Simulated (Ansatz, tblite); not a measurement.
Cost and result up the ladder for cis-NiBr2(NH3)2 (NiBr2N2H6) (11 atoms). Charge 0, multiplicity 1. Geometry: PBE-D4/def2-SVP.

```xyz
11

Ni    0.790    0.040    0.142
Br    2.144   -0.811    1.811
Br    2.550    1.047   -0.967
N    -0.361    0.766   -1.260
H    -1.020    1.497   -0.950
H    -0.901    0.083   -1.813
H     0.328    1.220   -1.894
N    -0.700   -0.820    1.069
H    -0.237   -1.198    1.921
H    -1.120   -1.619    0.571
H    -1.473   -0.207    1.371
```

Ansatz on 4 threads of Arm Neoverse V2 on a shared host; xTB runs through tblite on one thread. Times are rough, summed over both states, and most runs start from the orbitals of an earlier one. No level here is sound enough to serve as a yardstick. The other state is a doublet.

The xTB rows come from tblite. At PBE0-D4/def2-TZVP a triplet of charge 0 lies 0.80 eV below the restricted singlet, each at its own geometry.

Run but left out: PBE0-D4/def2-TZVP (singlet: restricted singlet, unstable towards broken spin symmetry).

Raw xTB energies of ions are shifted by several eV.

```
                            level  functions  vertical IE (eV)
                         GFN1-xTB         47             13.11
r2SCAN-D4/def2-TZVP (with forces)        239              7.80
                 PBE-D4/def2-TZVP        239              7.64
                         GFN2-xTB         41             12.78
```

Estimate how long each takes.

GFN1-xTB 0.013 s; GFN2-xTB 0.013 s; PBE-D4/def2-TZVP 13 s; r2SCAN-D4/def2-TZVP (with forces) 52 s. On shared hardware such times vary by a factor of up to 3.
